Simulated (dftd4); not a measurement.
H9PSi3, charge +1, doublet, at a GFN2-xTB geometry (a state made from the parent by changing its charge; the spin is typed, not shown lowest); D4 for tpssh (dftd4).

Input for dftd4:
```
$ dftd4 mol.xyz --func tpssh --charge 1 --json dftd4.json --noedisp --grad

# file mol.xyz
13

Si    -0.76269209     1.81264430    -1.17752802
P      0.00471359    -0.00497380    -0.01293666
Si     2.25368306    -0.34757417     0.26066513
Si    -1.49382621    -1.46128209     0.92595130
H      0.46636718     2.48448747    -1.58733297
H     -1.56421063     2.52973589    -0.18929405
H     -1.53400354     1.21340005    -2.26357662
H      2.84356753     0.48195750    -0.78533161
H      2.39598724    -1.78812083     0.06958047
H      2.50046027     0.11265064     1.62515535
H     -0.71985620    -2.69107204     1.06320692
H     -2.57454756    -1.50552230    -0.05453140
H     -1.84477451    -0.81594199     2.18893598
```

Question: Predict the main parts of the log of this dftd4 run.

Answer: 
```
                    ____  _____ _____     ____  _  _
      -------------|  _ \|  ___|_   _|---|  _ \| || |------------
     |             | | | | |_    | | ___ | | | | || |_           |
     |             | |_| |  _|   | ||___|| |_| |__   _|          |
     |             |____/|_|     |_|     |____/   |_|            |
     |             ===================================           |
     |            E. Caldeweyher, S. Ehlert & S. Grimme          |
     |          Mulliken Center for Theoretical Chemistry        |
     |                    University of Bonn                     |
      -----------------------------------------------------------

Rational (Becke-Johnson) damping: tpssh-D4-ATM
---------------------
  s6         1.0000
  s8         1.8590
  s9         1.0000
  a1         0.4429
  a2         4.6023
 alp        16.0000
--------------------

Dispersion energy:      -1.4113182862917E-02 Eh

Gradient norm:           1.2874464102852E-03 Eh/a0
--------------------------------------------------
     #    Z           dE/dx      dE/dy      dE/dz
--------------------------------------------------
     1   14 Si   -2.342E-04  5.563E-04 -3.570E-04
     2   15 P     1.785E-06 -1.586E-06 -4.432E-06
     3   14 Si    6.864E-04 -1.049E-04  8.188E-05
     4   14 Si   -4.608E-04 -4.489E-04  2.873E-04
     5    1 H    -4.779E-05  1.222E-04 -7.707E-05
     6    1 H    -4.227E-05  1.231E-04 -3.897E-05
     7    1 H    -3.990E-05  8.728E-05 -9.584E-05
     8    1 H     1.472E-04 -2.953E-05  3.792E-06
     9    1 H     1.394E-04 -3.433E-05 -8.840E-06
    10    1 H     1.210E-04  1.779E-06  4.377E-05
    11    1 H    -9.619E-05 -1.053E-04  4.732E-05
    12    1 H    -9.413E-05 -1.052E-04  3.739E-05
    13    1 H    -8.052E-05 -6.091E-05  8.072E-05
--------------------------------------------------

Virial:
--------------------------------------------------
      component           x          y          z
--------------------------------------------------
          x       7.624E-03  7.131E-05  3.684E-05
          y       7.131E-05  5.595E-03 -3.267E-03
          z       3.684E-05 -3.267E-03  2.545E-03
--------------------------------------------------

[Info] Dispersion results written to 'dftd4.txt'
[Info] JSON dump of results written to 'dftd4.json'
```
